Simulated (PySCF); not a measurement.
CH, doublet, at a GFN2-xTB geometry. Base run: PBE/def2-SVP in PySCF.

Here is a job for PySCF.
```python
from pyscf import gto, scf, dft

mol = gto.M(
    atom='''
C    -0.00000000   -0.00000000   -0.15907913
H     0.00000000    0.00000000    0.95447475
''',
    basis='def2-svp',
    spin=1,
    verbose=4,
)

mf = dft.UKS(mol)
mf.xc = 'pbe'
mf.kernel()
```

Each row names what was changed in the base input (with any setting that the change needs).

```tsv
change	ΔE vs base (µEh)	fitting functions	dipole (D)
base	0.0	-	1.50
auxbasis = even-tempered beta=3.0	-117	97	1.50
auxbasis = def2-tzvp-ri	-83.4	91	1.50
auxbasis = cc-pvtz-ri	-114	111	1.50
auxbasis = autoaux	-5.0	136	1.50
auxbasis = def2-svp-ri	-1562	62	1.50
auxbasis = even-tempered beta=2.0	-7.0	145	1.50
auxbasis = cc-pvtz-jkfit	-19.6	109	1.50
auxbasis = even-tempered beta=1.6	-0.4	216	1.50
auxbasis = cc-pvqz-jkfit	-12.2	157	1.50
```

A fitting set is made for a task (jfit for Coulomb, jkfit for Coulomb and exchange, ri for correlation) and for a family of orbital bases.

Open shells are given as the SCF converged; they aren't shown to be the lowest states, and a large step between rows can be another state.
